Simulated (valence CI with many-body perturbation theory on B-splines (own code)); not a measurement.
**E1 transitions of N**

Level of theory: valence CI with perturbative core correlation (CI+MBPT): five valence electrons over a frozen Dirac-Fock core [He], a basis of 10 s, 10 p, 9 d, 7 f, 4 g, 2 h functions for each j, with the one-electron correlation potential Σ1, the two-electron term Σ2, the three-electron term Σ3, Breit, model QED; selected CI, second order for the rest, scaled by the run's own slope (own B-spline code, finite nucleus).

Set against measurement, 40 paired levels are off by 85 cm⁻¹ on average, the worst by 169. These come from a selection out of the NIST Handbook of Basic Atomic Spectroscopic Data. Levels without a partner in it may be off by more. Among the levels kept, up to 960 cm⁻¹ of a level comes from second order outside the variational space, and about a tenth of that is noise between levels of different J, which matters for small intervals.

Lines 51 to 100 of 290 in falling wavelength, among levels below 109411 cm⁻¹, chosen from the strongest by gf and those to the six lowest levels. Wavelengths and rates use the calculated energies, so an error of 80 cm⁻¹ moves a line at 1587 nm by 1.3 % and its rate by three times that or more. Electric multipoles are in the length gauge, E1 and E2 with the static RPA response of the core. Weak lines are less certain than strong ones. Lines between different terms over intervals too small for the method are left out, as are lines whose strength nearly cancels. Where a level lies close to another of its J and parity, the split of strength between their lines is uncertain. The highest levels of a list are the least certain.

Names give the largest LS component (configuration and term), which can be under half, so a name can repeat, a term be missing and a line seem to break the LS rules; names also repeat where a configuration has a term twice.

```tsv
λ vac (nm)	λ from measured levels	Upper	Lower	A (s⁻¹)	log gf	Branch %
2880		2s2 2p2 4p 2P°_1/2	2s2 2p2 4s 2P_1/2	2.89e+06	-0.14	41.5
2846		2s2 2p2 4p 2P°_3/2	2s2 2p2 4s 2P_1/2	6.12e+05	-0.53	8.8
2681		2s2 2p2 4p 4S°_3/2	2s2 2p2 4s 4P_5/2	2.46e+06	0.03	29.0
2636		2s2 2p2 4p 4S°_3/2	2s2 2p2 4s 4P_3/2	1.21e+06	-0.30	14.2
2603		2s2 2p2 4p 4S°_3/2	2s2 2p2 4s 4P_1/2	5.06e+05	-0.69	6.0
1587	1578	2s2 2p2 4s 2P_1/2	2s2 2p2 3p 2P°_3/2	2.36e+06	-0.75	1.8
1579	1569	2s2 2p2 4s 2P_1/2	2s2 2p2 3p 2P°_1/2	5.09e+06	-0.42	3.8
1567	1559	2s2 2p2 4s 2P_3/2	2s2 2p2 3p 2P°_3/2	6.99e+06	0.01	5.4
1559	1550	2s2 2p2 4s 2P_3/2	2s2 2p2 3p 2P°_1/2	1.51e+06	-0.66	1.2
1539	1505	2s2 2p2 3p 4D°_3/2	2s 2p4 4P_3/2	5.05e+05	-1.14	2.0
1531	1497	2s2 2p2 3p 4D°_5/2	2s 2p4 4P_3/2	7.23e+05	-0.82	2.9
1523	1476	2s2 2p2 3p 4D°_7/2	2s 2p4 4P_5/2	1.04e+06	-0.54	4.1
1470	1469	2s2 2p2 3d 2P_3/2	2s2 2p2 3p 2P°_3/2	2.41e+06	-0.51	2.2
1465	1460	2s2 2p2 3d 2P_1/2	2s2 2p2 3p 2P°_3/2	1.48e+06	-1.02	1.4
1463	1461	2s2 2p2 3d 2P_3/2	2s2 2p2 3p 2P°_1/2	1.02e+06	-0.88	0.9
1459	1455	2s2 2p2 4s 4P_1/2	2s2 2p2 3p 4S°_3/2	1.28e+06	-1.09	1.5
1458	1453	2s2 2p2 3d 2P_1/2	2s2 2p2 3p 2P°_1/2	2.99e+06	-0.72	2.9
1448	1446	2s2 2p2 4s 4P_3/2	2s2 2p2 3p 4S°_3/2	1.36e+06	-0.77	1.6
1435	1432	2s2 2p2 4s 4P_5/2	2s2 2p2 3p 4S°_3/2	1.48e+06	-0.56	1.7
1385	1347	2s2 2p2 3p 4P°_5/2	2s 2p4 4P_5/2	5.54e+05	-1.02	1.8
1368		2s2 2p2 3d 2D_3/2	2s2 2p2 3p 2P°_3/2	3.30e+06	-0.43	2.4
1366		2s2 2p2 3d 2D_5/2	2s2 2p2 3p 2P°_3/2	1.48e+07	0.39	10.8
1364	1359	2s2 2p2 4s 2P_1/2	2s2 2p2 3p 2D°_3/2	9.89e+06	-0.26	7.4
1362	1359	2s2 2p2 4s 2P_3/2	2s2 2p2 3p 2D°_5/2	8.34e+06	-0.03	6.4
1362		2s2 2p2 3d 2D_3/2	2s2 2p2 3p 2P°_1/2	1.19e+07	0.12	8.5
1358	1359	2s2 2p2 3p 2S°_1/2	2s2 2p2 3s 2P_3/2	6.05e+06	-0.48	64.9
1349	1345	2s2 2p2 4s 2P_3/2	2s2 2p2 3p 2D°_3/2	7.66e+05	-1.08	0.6
1343	1343	2s2 2p2 3p 2S°_1/2	2s2 2p2 3s 2P_1/2	3.26e+06	-0.75	35.0
1339		2s2 2p2 4p 2D°_5/2	2s2 2p2 3s 2D_5/2	5.31e+05	-1.07	12.3
1289	1290	2s2 2p2 3d 2P_3/2	2s2 2p2 3p 2D°_5/2	2.12e+06	-0.68	1.9
1275	1273	2s2 2p2 3d 4F_7/2	2s2 2p2 3p 2D°_5/2	5.54e+05	-0.97	1.4
1273	1271	2s2 2p2 3d 2P_1/2	2s2 2p2 3p 2D°_3/2	2.01e+06	-1.01	1.9
1266	1267	2s2 2p2 3d 4F_5/2	2s2 2p2 3p 2D°_3/2	1.06e+06	-0.82	2.5
1257		2s2 2p2 3d 4P_5/2	2s2 2p2 3p 2D°_5/2	5.61e+05	-1.10	0.3
1249	1247	2s2 2p2 3d 2F_7/2	2s2 2p2 3p 2D°_5/2	2.28e+07	0.63	16.0
1246	1246	2s2 2p2 3d 2F_5/2	2s2 2p2 3p 2D°_3/2	1.17e+07	0.21	7.1
1246		2s2 2p2 3d 4P_5/2	2s2 2p2 3p 2D°_3/2	9.89e+06	0.14	5.5
1238	1241	2s2 2p2 3d 2F_5/2	2s2 2p2 3p 4S°_3/2	5.82e+06	-0.10	3.5
1237		2s2 2p2 3d 4P_5/2	2s2 2p2 3p 4S°_3/2	7.33e+06	0.00	4.1
1233	1230	2s2 2p2 4s 4P_1/2	2s2 2p2 3p 4P°_3/2	7.10e+06	-0.49	8.5
1231	1229	2s2 2p2 4s 4P_3/2	2s2 2p2 3p 4P°_5/2	3.57e+06	-0.49	4.3
1230		2s2 2p2 3d 4P_3/2	2s2 2p2 3p 4S°_3/2	1.38e+07	0.10	6.6
1229		2s2 2p2 3d 4D_7/2	2s2 2p2 3p 2D°_5/2	4.45e+05	-1.09	1.2
1229		2s2 2p2 3d 4P_1/2	2s2 2p2 3p 4S°_3/2	1.47e+07	-0.18	6.9
1226	1223	2s2 2p2 4s 4P_3/2	2s2 2p2 3p 4P°_3/2	1.46e+06	-0.88	1.7
1223	1221	2s2 2p2 4s 4P_3/2	2s2 2p2 3p 4P°_1/2	3.86e+06	-0.46	4.6
1221	1219	2s2 2p2 4s 4P_5/2	2s2 2p2 3p 4P°_5/2	6.77e+06	-0.04	7.8
1216	1213	2s2 2p2 4s 4P_5/2	2s2 2p2 3p 4P°_3/2	2.76e+06	-0.43	3.2
1210		2s2 2p2 3d 4D_3/2	2s2 2p2 3p 4S°_3/2	1.18e+06	-0.98	2.5
1209		2s2 2p2 3d 4D_5/2	2s2 2p2 3p 4S°_3/2	1.17e+06	-0.81	2.5
```

(1) How does gf follow from A for the line at 1216 nm?

Results:

(1) gf = 1.4992 × (2J+1)_upper × A / σ², with σ = 8223 cm⁻¹ and 2J+1 = 6: gf = 0.368.
